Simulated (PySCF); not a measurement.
CH4ClF3Si2, SMILES F[Si](F)(F)[SiH2]CCl (GFN2-xTB optimised geometry):

```
11

F      0.674    -2.033    -1.260
Si     0.999    -1.121     0.000
F      0.672    -2.088     1.219
F      2.591    -1.121     0.000
Si     0.120     0.985     0.000
C     -1.322     1.102     1.252
Cl    -2.591    -0.040     0.704
H     -0.412     1.344    -1.319
H      1.126     1.980     0.405
H     -1.056     0.814     2.267
H     -1.776     2.088     1.282
```

Method: PBE0/def2-TZVP (PySCF).

Task: What are the frontier orbital energies and the dipole moment?

Result: HOMO-2 -9.91 eV, HOMO-1 -9.01 eV, HOMO -8.60 eV, LUMO -1.26 eV, LUMO+1 -0.80 eV; dipole moment 3.83 D.

Meta-Löwdin charges at PBE0/def2-TZVP: F1 -0.49, Si2 1.45, F3 -0.49, F4 -0.49, Si5 0.34, C6 -0.40, Cl7 -0.11, H8 -0.05, H9 -0.07, H10 0.15, H11 0.15.
